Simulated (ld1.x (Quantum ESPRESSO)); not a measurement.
**titanium (Ti): variants of one TM semilocal potential**

Base potential:

| Property | Result |
| --- | --- |
| Element | titanium |
| Generator | ld1.x (Quantum ESPRESSO) 7.5 |
| Type | norm-conserving Troullier–Martins (semilocal form) |
| Functional | PBE |
| Relativity | scalar-relativistic |
| Frozen core | [Ne] 3s2 |
| Valence charge | 10 |
| Reference configuration | 3p6 3d2 4s1.75 4p0.25 |
| Partial waves | 4s (bound): rc 2.80 bohr; 3d (bound): rc 1.15 bohr; 3p (bound): rc 0.90 bohr |
| Local potential | the p channel |
| Core correction | a·sin(br)/r model core inside 0.70 bohr |

Occupied shells without a wave of their own: 4p. They enter only through the test configuration that unscreens the potential, and ld1.x also counts them in the model core charge.

Cutoffs, loose and tight: the cutoffs (Ry, on a coarse ladder) from which the occupation-weighted sum of valence levels, in a spherical-Bessel basis at the reference potential, stays within 10 and 1 mRy of its value at 400 Ry. They do not see the model core or the augmentation charge, which bear on the density cutoff. Test errors are all-electron minus pseudo excitation energies from the reference, over the configurations 3p6 3d2 4s2 4p0; 3p6 3d2 4s1 4p0; 3p6 3d2 4s0 4p0; 3p6 3d1 4s0 4p0; 3p6 3d3 4s1 4p0; 3p6 3d0 4s0 4p0; 3p6 3d2 4s1 4p1. A dash means not determined; rows that change the core or the reference have their own tests.

With those shells counted twice in exchange and correlation these files are broken, and their errors move erratically; no question is asked of them.

A semilocal file is local in each channel, so a ghost entry of none says nothing of the separable form that plane-wave codes build from it.

| change | outcome | cutoff, loose | cutoff, tight | bound ghosts | largest test error (meV) |
| --- | --- | --- | --- | --- | --- |
| base | generated | 120 Ry | 160 Ry | none | -177 |
| all radii but the core radius scaled by about 0.76 (s 2.14, p 0.68, d 0.88 bohr) | generated | 300 Ry | over 300 Ry | none | -295 |
| all radii but the core radius scaled by about 0.85 (s 2.36, p 0.76, d 0.98 bohr) | generated | 230 Ry | over 300 Ry | none | -216 |
| all radii but the core radius scaled by about 0.89 (s 2.50, p 0.80, d 1.02 bohr) | generated | 180 Ry | over 300 Ry | none | -192 |
| all radii but the core radius scaled by about 1.04 (s 2.90, p 0.94, d 1.20 bohr) | generated | 110 Ry | 160 Ry | none | -179 |
| all radii but the core radius scaled by about 1.12 (s 3.14, p 1.00, d 1.28 bohr) | generated | 100 Ry | 160 Ry | none | -218 |
| all radii but the core radius scaled by about 1.16 (s 3.24, p 1.04, d 1.34 bohr) | generated | 100 Ry | 160 Ry | none | -274 |
| all radii but the core radius scaled by about 1.23 (s 3.44, p 1.10, d 1.42 bohr) | generated | 90 Ry | 140 Ry | none | -323 |
| all radii but the core radius scaled by about 1.31 (s 3.68, p 1.18, d 1.50 bohr) | generated | 80 Ry | 100 Ry | none | -463 |
| all radii but the core radius scaled by about 1.38 (s 3.86, p 1.24, d 1.58 bohr) | generated | 80 Ry | 90 Ry | none | -566 |

Reading the sweep of the scale of all radii but the core radius (base = 1) (base included, trends over the rows without a ghost): The loose cutoff falls from 300 Ry at 0.76 to 80 Ry at 1.38. A larger radius leaves more room for a smooth pseudo-wave, so fewer plane waves are needed; a smaller one forces it to follow the all-electron wave where it bends sharply. The median size of the test errors (rows with all tests solved) is not monotonic: lowest 36.2 meV at 1.16, highest 47.4 meV at 1.
